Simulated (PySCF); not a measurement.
GaF₂Br, SMILES [F][Ga]([F])[Br]. Atoms are numbered in the order given.

```xyz
4

Ga     0.0000     0.0000    -0.7376
F      0.0000    -1.4720    -1.6531
F      0.0000     1.4720    -1.6531
Br     0.0000     0.0000     1.5035
```
Charge 0, spin multiplicity 1.

Geometry: PBE0-D3(BJ)/def2-SVP. The structure was generated by enumeration; whether it is a known compound was not checked.

Computed with PBE/def2-TZVPD (PySCF).

```yaml
total_energy: -4698.06580 hartree
point_group: C2v
highest_occupied_level: -8.10 eV
lowest_empty_level: -3.31 eV
orbital_gap: 4.79 eV
dipole_moment: 1.40 D
quadrupole, principal values (traceless, Buckingham form, about the centre of nuclear charge): -5.59, -2.07, 7.66 D·Å
mean_static_polarisability: 49.3 bohr³ (7.31 Å³)
polarisability_principal_values: 39.1, 46.4, 62.5 bohr³
```
